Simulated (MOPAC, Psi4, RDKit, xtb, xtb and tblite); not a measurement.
Two geometries of C2H9NOSi2, SMILES [SiH2](N)[SiH2]C(C)=O, singlet, relaxed at GFN2-xTB with one dihedral held; other torsions can differ between them too.

Structure A

```
15

C     -2.5696    -0.4799    -0.2834
C     -1.1357    -0.7445     0.0847
O     -0.5774    -1.7831    -0.2001
Si    -0.1433     0.6057     1.0209
Si     1.7989     0.9960    -0.1611
N      2.1830     2.6526     0.1443
H     -3.1348    -0.2955     0.6279
H     -2.6155     0.4219    -0.8907
H     -3.0035    -1.3171    -0.8263
H     -1.0750     1.7280     1.2241
H      0.0600     0.0350     2.3609
H      1.6634     0.9489    -1.6212
H      2.8777     0.0558     0.1994
H      2.2010     2.9910     1.0925
H      2.9355     3.0770    -0.3736
```

Structure B

```
15

C      2.2779    -1.1214     0.1620
C      1.3638    -0.0807    -0.4200
O      1.2785     0.1035    -1.6178
Si     0.2607     0.9691     0.7577
Si    -1.8885     0.9443    -0.0823
N     -1.8119    -0.0147    -1.5058
H      1.6763    -1.8386     0.7171
H      2.9553    -0.6421     0.8657
H      2.8448    -1.6340    -0.6127
H      0.9103     2.2865     0.7545
H      0.4767     0.4234     2.1056
H     -2.8718     0.2697     0.7751
H     -2.3945     2.3177    -0.2836
H     -0.9814     0.0253    -2.0772
H     -2.6256    -0.1396    -2.0851
```

Question: Which is lower in energy at the level Psi4 with B3LYP-D3(BJ)/def2-TZVP // GFN2-xTB, and by how much?

Answer: B is lower, by 12.26 kJ/mol (dihedral C2–Si4–Si5–N6: 150° in A, 0° in B).

E(B) − E(A) in kJ/mol at the other levels, on the same two geometries: GFN2-xTB (xtb and tblite) -4.38; MMFF94 // GFN2-xTB (RDKit) 13.88; B3LYP/def2-TZVP // GFN2-xTB (Psi4) -9.72; PBE/def2-TZVP // GFN2-xTB (Psi4) -10.06; PBE-D3(BJ)/def2-TZVP // GFN2-xTB (Psi4) -11.59; UFF // GFN2-xTB (RDKit) 15.58; PM7, restricted, heats of formation // GFN2-xTB (MOPAC) -6.45; AM1, restricted, heats of formation // GFN2-xTB (MOPAC) -9.36; GFN1-xTB // GFN2-xTB (xtb) -10.25.
